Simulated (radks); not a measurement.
Question: Radial electron density D(r) = 4 pi r^2 rho(r) of an atom or ion with 3 electrons. Calculated with a radial shooting solver on a logarithmic mesh with Libxc functionals: Dirac Kohn-Sham, LB94 model potential, spin-unpolarised, spherical densities, finite nucleus; Fermi nuclear charge, rms radius of each element as measured or else 0.836 A^(1/3) + 0.57 fm.

```
   r/bohr * D(r) (the largest magnitude, 29, reaches the edge; | marks zero)
 0.003444 |  *
 0.003791 |   *
 0.004173 |   *
 0.004593 |    *
 0.005056 |     *
 0.005566 |      *
 0.006127 |       *
 0.006744 |        *
 0.007423 |          *
 0.008171 |            *
 0.008923 |              *
 0.009822 |                *
  0.01081 |                  *
   0.0119 |                     *
   0.0131 |                        *
  0.01442 |                           *
  0.01587 |                              *
  0.01747 |                                  *
  0.01923 |                                      *
  0.02117 |                                         *
   0.0233 |                                            *
  0.02565 |                                               *
  0.02824 |                                                  *
  0.03108 |                                                    *
  0.03421 |                                                      *
  0.03766 |                                                      *
  0.04146 |                                                     *
  0.04563 |                                                    *
  0.05023 |                                                 *
  0.05529 |                                             *
  0.06086 |                                         *
    0.067 |                                    *
  0.07375 |                              *
  0.08118 |                         *
  0.08936 |                    *
  0.09836 |               *
   0.1083 |            *
   0.1192 |          *
   0.1312 |        *
   0.1444 |        *
    0.159 |        *
    0.175 |        *
   0.1911 |        *
   0.2103 |        *
   0.2315 |        *
   0.2548 |       *
   0.2805 |     *
   0.3088 |    *
   0.3399 |   *
   0.3741 | *
   0.4118 |*
   0.4533 |*
    0.499 *
   0.5493 *
   0.6046 *
   0.6656 *
   0.7326 *
   0.8064 *
```

What is the nuclear charge?

Answer: Z = 26. The innermost maximum, from 1s, lies near gamma/Z bohr with gamma = sqrt(1 - (Z/c)^2) = 0.982, here 0.0378 bohr (found: 0.0374), and its height grows with Z. The density is that of the iron ion Fe23+ in [He] 2s1; the configuration itself is not fixed sharply by these data, and Z only to about a unit. D(r) has 2 maxima, at r = 0.0374, 0.196 bohr, and minima at 0.150 bohr, inside which lie 2.12 electrons.
